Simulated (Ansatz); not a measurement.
`[AlH2][O]C[SiH3]` + `F[SiH2]P` → `F[SiH2]P[SiH3]` + `C[O][AlH2]`  (ligand exchange at the Si–C bond)

Computed with Ansatz on PBE0-D4/def2-TZVP structures; ΔE is electronic, products minus reactants. CBS: MP2 limit from def2 TZ/QZ plus the TZ coupled-cluster correction, frozen cores. Functionals use def2-TZVPP. HSE06 is defined as in plane-wave codes. One conformer a species, not always the lowest.

Problem. Is it downhill or uphill in electronic energy at CCSD(T)/CBS, and by how much? (Estimate.)

Solution. The calculation gave: Downhill: ΔE = -10.9 kcal/mol.

Problem. What do these levels give: LDA (SPW92), revPBE-D4, r2SCANh-D4, HSE06-D4, BHLYP-D4, revPBE, r2SCANh, HSE06, CAM-B3LYP, MP2/def2-SVP, CCSD(T)/def2-TZVPP, MP2/CBS(def2)? (Estimate.)

Solution. Computed: LDA (SPW92) -10.6, revPBE-D4 -11.7, r2SCANh-D4 -11.6, HSE06-D4 -12.1, BHLYP-D4 -10.6, revPBE -11.4, r2SCANh -11.5, HSE06 -11.7, CAM-B3LYP -8.9, MP2/def2-SVP -10.2, CCSD(T)/def2-TZVPP -10.5, MP2/CBS(def2) -11.8 kcal/mol.

Largest T1 diagnostic among the species: 0.013.

In def2-TZVPP, CCSD(T) changes the Hartree–Fock value by −0.8 kcal/mol (the triples alone add −0.3 kcal/mol) and MP2 by −1.7 kcal/mol. At CCSD(T), def2-SVP lies +1.5 kcal/mol from the extrapolated value and def2-TZVPP +0.5 kcal/mol.
